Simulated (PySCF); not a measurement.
C6H8BrNSi.
Atom-mapped SMILES: `[SiH3:1][NH:2][c:3]1[cH:4][cH:5][c:6]([Br:7])[cH:8][cH:9]1` (hydrogens: H10, H11, H12 on Si1; H13 on N2; H14 on C4; H15 on C5; H16 on C8; H17 on C9)

Geometry (PBE0-D3(BJ)/def2-SVP, Å), atoms numbered from 1 in this order:
```
atom  x, y, z in Å
Si1    3.3544    0.1134   -0.5336
N2     1.8723   -0.8136   -0.4893
C3     0.5926   -0.3445   -0.2475
C4     0.3495    1.0162    0.0077
C5    -0.9372    1.4851    0.2483
C6    -2.0112    0.5983    0.2389
Br7   -3.7604    1.2296    0.5653
C8    -1.7944   -0.7559   -0.0107
C9    -0.5072   -1.2197   -0.2510
H10    3.6346    0.7790    0.7752
H11    3.3119    1.1763   -1.5836
H12    4.4207   -0.8795   -0.8463
H13    1.9306   -1.8100   -0.6585
H14    1.1785    1.7293    0.0204
H15   -1.1041    2.5458    0.4443
H16   -2.6356   -1.4512   -0.0178
H17   -0.3474   -2.2837   -0.4465
```

Computed, not measured: PySCF 2.14.0, density-fitted response routines, TDDFT B3LYP/def2-SVPD, vertical, gas phase, core orbitals frozen in the response. Relativistic effects, spin–orbit coupling among them, are left out although an element past zinc is present.

Frontier orbitals with the atoms that hold most of them (Löwdin shares over 4%, at most four atoms; ? is withheld):

```tsv
orbital	ε (eV)	atoms
HOMO-3	-7.89	Br7 84%, C6 9%
HOMO-2	-7.88	Br7 48%, N2 16%, C6 8%, C5 5%
HOMO-1	-7.42	?
HOMO	-5.93	?
LUMO	?	C5 19%, C9 19%, C8 17%, C4 17%
LUMO+1	-0.46	C6 20%, C3 19%, C8 11%, C5 9%
LUMO+2	-0.30	Br7 34%, C6 12%, Si1 12%, H13 6%
```

Task: Which atoms hold the HOMO, and with what shares?

Result: N2 (bonded to C, Si and H) 21%; Br7 (bonded to C) 16%; C6 (bonded to Br and 2 C) 16%; C3 (bonded to 2 C and N) 12%. By element: carbon 27% or more, nitrogen 21%, bromine 16%.

Task: Give the leading atoms of the HOMO-1.

Result: C8 (bonded to 2 C and H) 21%; C9 (bonded to 2 C and H) 20%; C4 (bonded to 2 C and H) 20%; C5 (bonded to 2 C and H) 19%.

Task: What is the LUMO energy, and the HOMO–LUMO gap?

Result: ε(LUMO) = -0.80 eV; the gap is 5.13 eV (0.1884 hartree).

Task: How does S1 compare with the orbital gap of 5.13 eV?

Result: S1 is at 4.44 eV (f = 0.025), 0.68 eV below the gap, made of HOMO→LUMO (92%). 

Task: Give energy, strength and leading configuration of S1 and S3, and follow the Löwdin shares of the leading atoms from the occupied to the empty orbital.

Result: 
- S1 (4.44 eV, f 0.025), HOMO→LUMO (92%): N2 21% → at most 17%, Br7 16% → at most 17%, C5 at most 12% → 19%, C9 at most 12% → 19%
- S3 (5.09 eV, f 0.419), HOMO→LUMO+1 (92%): N2 21% → at most 9%, Br7 16% → at most 9%, C6 16% → 20%, C3 12% → 19%

Löwdin shares depend on the basis, the more so with diffuse functions.

One conformer stands for the species.
